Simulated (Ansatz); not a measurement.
C₂H₆AlFOSi, SMILES `CO[SiH]1[CH2][Al]1[F]` at its PBE0-D4/def2-TZVP geometry, where that method's forces vanish. Charge 0, multiplicity 1.

```xyz
12

C     1.2088   -1.9313   -0.8679
O     0.1655   -1.2283   -0.2328
Si    0.1146    0.3969   -0.0260
C    -1.5579    1.2162    0.2872
Al   -0.3749    1.8886    1.6874
F    -0.4854    2.9097    2.9753
H     0.8018   -2.8608   -1.2701
H     1.6443   -1.3541   -1.6915
H     2.0016   -2.1766   -0.1545
H     0.8337    1.0413   -1.1670
H    -2.1275    0.5530    0.9695
H    -2.2246    1.5455   -0.5095
```

Q: What forces (eV/Å) does B3LYP-D4/def2-TZVPP give on these atoms in Ansatz 0.2.0? (Estimate.)

A: Computed: 
```
C1   0.253 -0.247 -0.170
O2  -0.184  0.068  0.101
Si3  0.091  0.130 -0.086
C4  -0.164 -0.029  0.026
Al5  0.035 -0.026 -0.051
F6  -0.014  0.105  0.134
H7   0.035  0.043  0.017
H8  -0.019 -0.039  0.041
H9  -0.033  0.007 -0.041
H10 -0.038 -0.041  0.054
H11  0.000  0.044 -0.071
H12  0.039 -0.015  0.045
```

B3LYP here is the variant with VWN-RPA as its local correlation; programs differ in this.
